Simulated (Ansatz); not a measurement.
Species: C4H6Se2, charge 0, multiplicity 1. SMILES: C1[Se]C=C[Se]C1
Coordinates optimised at B3LYP-D3(BJ)/def2-TZVP (Ansatz, a first-principles code):
```
C
H 1 1.0870
H 1 1.0909 2 108.69
C 1 1.5170 2 111.49 3 122.09
H 4 1.0870 1 111.49 2 173.85
H 4 1.0909 5 108.69 1 -122.09
Se 4 1.9687 5 108.52 6 -112.11
C 7 1.9018 4 99.72 5 -75.82
C 8 1.3295 7 129.52 4 -11.17
H 9 1.0833 8 119.28 7 178.10
H 8 1.0833 9 119.28 10 -1.29
Se 9 1.9018 10 111.20 8 -179.49
```
Charge 0, spin multiplicity 1.

Parts of the frozen-core correlation energy in STO-3G (Ansatz, hartree). Frozen orbitals: 32; correlated occupied orbitals by spin: 17 and 17; virtual: 13 and 13. No spin-orbit coupling. No relativistic terms. The restricted reference is unstable.

```json
[
 {"term": "reference (HF)", "value": "-4900.21654"},
 {"term": "MP2 opposite-spin", "value": "-0.23012"},
 {"term": "MP2 same-spin", "value": "-0.04141"},
 {"term": "CCSD correlation", "value": "-0.33994"},
 {"term": "(T)", "value": "-0.00378"},
 {"term": "T1 diagnostic", "value": "0.006"},
 {"term": "largest doubles amplitude", "value": "0.092"}
]
```
